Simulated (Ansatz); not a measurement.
C₈H₂₁GeN₃⁻, that is Ge(vinyl)(NMe2)3 with one electron more. Charge -1, multiplicity 2. Geometry PBE-D4/def2-SVP, that of the neutral singlet.

```tsv
atom	x (Å)	y (Å)	z (Å)
Ge1	0.254	0.093	0.308
C2	0.849	0.759	2.044
C3	-0.041	1.093	2.998
H4	1.929	0.875	2.250
H5	-1.128	0.995	2.828
H6	0.268	1.476	3.986
N7	1.116	-1.487	-0.106
C8	2.537	-1.640	0.112
C9	0.525	-2.475	-0.979
H10	2.776	-2.640	0.550
H11	2.916	-0.876	0.820
H12	3.138	-1.548	-0.829
H13	-0.553	-2.259	-1.119
H14	1.003	-2.504	-1.992
H15	0.616	-3.505	-0.553
N16	0.590	1.395	-0.963
C17	0.428	2.803	-0.683
C18	0.688	1.049	-2.363
H19	1.272	3.400	-1.106
H20	0.411	2.982	0.412
H21	-0.515	3.236	-1.107
H22	0.889	-0.036	-2.478
H23	-0.238	1.285	-2.948
H24	1.528	1.596	-2.856
N25	-1.548	-0.329	0.320
C26	-2.072	-1.362	1.183
C27	-2.536	0.480	-0.354
H28	-2.705	-0.958	2.014
H29	-1.243	-1.938	1.644
H30	-2.708	-2.090	0.621
H31	-2.038	1.231	-1.000
H32	-3.202	-0.137	-1.008
H33	-3.206	1.034	0.354
```

At PBE-D4/def2-SVP, PBE0-D4/def2-SVP the highest occupied level of the charge -1 doublet lies above zero (up to 3.82 eV). By energy differences it is unbound by 1.46 eV (vertical, against the charge 0 singlet, at PBE-D4/def2-SVP) and held by the finite basis. At PBE-D4/def2-SVP the gap within one spin of the charge -1 doublet nearly closes, so an electron or hole may be smeared out by delocalisation error.

Problem. Estimate the α-spin orbital energies around the gap (eV) in Ansatz with PBE-D4/def2-SVP, PBE0-D4/def2-SVP.

Solution. 
```tsv
orbital	PBE-D4/def2-SVP	PBE0-D4/def2-SVP
HOMO−5	-2.42	-3.28
HOMO−4	-1.41	-2.35
HOMO−3	-0.92	-2.18
HOMO−2	-0.76	-2.04
HOMO−1	-0.64	-1.84
HOMO	3.82	3.40
LUMO	3.84	4.61
LUMO+1	4.44	5.29
LUMO+2	4.60	5.43
LUMO+3	5.00	6.04
LUMO+4	5.20	6.22
LUMO+5	5.31	6.29
β HOMO	-0.59	-0.90
β LUMO	3.89	4.62
```
